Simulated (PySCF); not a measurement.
**Ni²⁵⁺ (nickel, charge +25) across methods**

[He] 2s1, 2S determinant. Computed with PySCF 2.14 in an uncontracted even-tempered set (17 s from 6.5 bohr⁻², ratio 2.2; 8 p from 10 bohr⁻², ratio 2.4; 6 d from 30 bohr⁻², ratio 2.4; 5 f from 45 bohr⁻², ratio 2.4; 4 g from 68 bohr⁻², ratio 2.4), with the non-relativistic Hamiltonian (point nucleus).

| method | E (hartree) | mean ε 1s α (eV) | mean ε 1s β (eV) | mean ε 2s α (eV) | Σ⟨r²⟩ (bohr²) | ⟨S²⟩ |
| --- | --- | --- | --- | --- | --- | --- |
| BP86 | -853.821 | -9877.6 | -9870.7 | -2330.8 | 0.06650 | 0.750 |
| PBE | -853.500 | -9874.9 | -9867.2 | -2330.5 | 0.06655 | 0.750 |
| PBE0 | -853.568 | -9920.9 | -9911.3 | -2340.6 | 0.06656 | 0.750 |
| LDA | -851.424 | -9854.5 | -9846.5 | -2326.3 | 0.06666 | 0.750 |
| revPBE | -853.755 | -9875.9 | -9869.0 | -2330.8 | 0.06654 | 0.750 |
| r2SCAN | -853.719 | -9895.0 | -9888.2 | -2332.9 | 0.06659 | 0.750 |
| UHF | -853.71722 | -10058.1 | -10042.5 | -2370.3 | 0.06658 | 0.750 |
